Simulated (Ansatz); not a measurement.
Gas-phase electronic energies from Ansatz, PBE0-D4/def2-TZVP geometries. CCSD(T)/CBS is the MP2 limit (def2-TZVPP, def2-QZVPP) plus CCSD(T) − MP2 in def2-TZVPP, frozen cores. This one scheme is used for every species. DFT in def2-TZVPP. B3LYP here is the variant with VWN-RPA as its local correlation; programs differ in this. For Br outer-core shells are correlated without core-valence functions, which leaves a few kJ/mol of doubt a bond. Scalar relativity is left out up to krypton. Each species was taken in one conformer, which may not be the lowest.

Reaction (formal hydrolysis of a C–Br bond): `C=C(Br)OC` + H₂O → `C=C(O)OC` + HBr

`C=C(Br)OC`:

```xyz
10

C    -0.442    1.134   -1.430
C     0.050    0.727   -0.272
Br   -0.105    1.835    1.285
O     0.747   -0.399   -0.117
C     0.324   -1.294    0.901
H    -0.912    2.100   -1.531
H    -0.349    0.489   -2.294
H     0.983   -2.157    0.835
H     0.415   -0.832    1.887
H    -0.712   -1.603    0.734
```

H₂O:

Z-matrix (Å, degrees):
```
O
H 1 0.960
H 1 0.960 2 105.1
```

`C=C(O)OC`:

Cartesian coordinates in Å:
```
C 1.386 -0.096 -0.483
C 0.112 0.001 -0.857
O -0.263 0.041 -2.146
O -0.972 0.072 -0.061
C -0.748 0.041 1.332
H 2.151 -0.144 -1.242
H 1.673 -0.127 0.555
H -1.223 0.111 -2.169
H -1.727 0.107 1.801
H -0.130 0.888 1.644
H -0.259 -0.893 1.626
```

HBr:

Z-matrix (Å, degrees):
```
Br
H 1 1.420
```

(1) Is it downhill or uphill in electronic energy at CCSD(T)/CBS, and by how much? (Estimate.)

(2) What do these levels give: PBE-D4, r2SCAN-D4, B3LYP, MP2/def2-QZVPP, SCS-MP2/def2-QZVPP, HF/CBS(def2)? (An estimate is asked.)

Largest T1 diagnostic among the species: 0.012.

Results:

(1) Computed: Downhill: ΔE = -3.4 kcal/mol.

(2) The calculation gave: PBE-D4 -4.5, r2SCAN-D4 -6.3, B3LYP -6.5, MP2/def2-QZVPP -2.0, SCS-MP2/def2-QZVPP -2.9, HF/CBS(def2) -10.4 kcal/mol.

In def2-TZVPP, CCSD(T) changes the Hartree–Fock value by +5.8 kcal/mol (the triples alone add +1.0 kcal/mol) and MP2 by +7.8 kcal/mol. From PBE to PBE0 (25 % exact exchange), in def2-TZVPP and without D4, ΔE moves by −1.5 kcal/mol.
